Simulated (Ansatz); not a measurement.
Relaxation of the cluster LiNbO₃ with RKS B3LYP-D4/def2-TZVP.

```sh
$ ansatz run in.yaml --threads 4 --pin off --events-out ev --progress --plain --max-ram 3916MiB
```

```yaml
crystal:
  periodic: [false, false, false]
  atoms:
    - {symbol: Li, position_ang: [0.916380, -0.513830, 0.679740]}
    - {symbol: Nb, position_ang: [-1.032380, 0.989160, -0.325320]}
    - {symbol: O, position_ang: [-0.385600, -1.181860, -0.380270]}
    - {symbol: O, position_ang: [0.567450, -0.421160, -1.090500]}
    - {symbol: O, position_ang: [-0.065850, 1.127690, 1.116350]}
basis:
  gaussian: {orbitals: def2-TZVP}
hamiltonian: {xc: {name: B3LYP}, dispersion: d4}
scf: {lower_state_search: "off"}
output: {orbitals: {seedname: orbitals}}
relax: {f_tol: 0.02, max_steps: 100}
```

Hardware: 4 threads of Arm Neoverse V2 on a shared host. Wall time 8 s.

Positions (Å) and forces (eV/Å) at steps 1, 2, 3, 4, 6 of 6:

```xyz
5
step=1 energy=-7899.1191 eV
Li    0.916   -0.514    0.680    0.227   -0.013    0.291
Nb   -1.032    0.989   -0.325    3.282   -3.726    0.408
O    -0.386   -1.182   -0.380   -2.001    1.073    0.592
O     0.567   -0.421   -1.091   -0.555    2.226   -0.491
O    -0.066    1.128    1.116   -0.952    0.441   -0.800
5
step=2 energy=-7899.9471 eV
Li    0.910   -0.504    0.681    0.560   -0.149    0.591
Nb   -0.921    0.833   -0.344    0.081   -0.284   -0.197
O    -0.440   -1.129   -0.375   -0.901   -0.225    0.341
O     0.528   -0.357   -1.097    0.316    0.746   -0.570
O    -0.076    1.157    1.134   -0.056   -0.086   -0.165
5
step=3 energy=-7899.9842 eV
Li    0.941   -0.524    0.701    0.243    0.022    0.351
Nb   -0.929    0.824   -0.364   -0.159    0.310    0.119
O    -0.458   -1.108   -0.358   -0.351   -0.502   -0.025
O     0.523   -0.326   -1.089    0.318    0.031   -0.523
O    -0.077    1.135    1.110   -0.051    0.138    0.079
5
step=4 energy=-7900.0043 eV
Li    0.957   -0.525    0.721    0.055    0.034    0.110
Nb   -0.928    0.827   -0.360   -0.016    0.029    0.011
O    -0.467   -1.120   -0.371   -0.081   -0.078   -0.025
O     0.521   -0.331   -1.108    0.032    0.012   -0.109
O    -0.083    1.148    1.117    0.009    0.002    0.014
5
step=6 energy=-7900.0064 eV
Li    0.960   -0.515    0.737   -0.006    0.010    0.003
Nb   -0.927    0.826   -0.359    0.003   -0.015   -0.012
O    -0.473   -1.123   -0.379    0.006    0.015   -0.005
O     0.517   -0.333   -1.118   -0.014   -0.001    0.009
O    -0.078    1.144    1.119    0.011   -0.008    0.006
```

In the def2 sets Nb takes a core potential; there is no spin–orbit coupling. The structure holds one bond between oxygen atoms, so isomers without such links may lie far lower. The restricted singlet is unstable towards broken spin symmetry at other levels; at B3LYP-D4/def2-TZVP this wasn't settled. The relaxation made no stability test and no search for a lower SCF solution. At B3LYP-D4/def2-TZVP a triplet of charge 0 lies 0.48 eV below the restricted singlet, each at its own geometry. The structure comes from a short search, and lower isomers may exist.
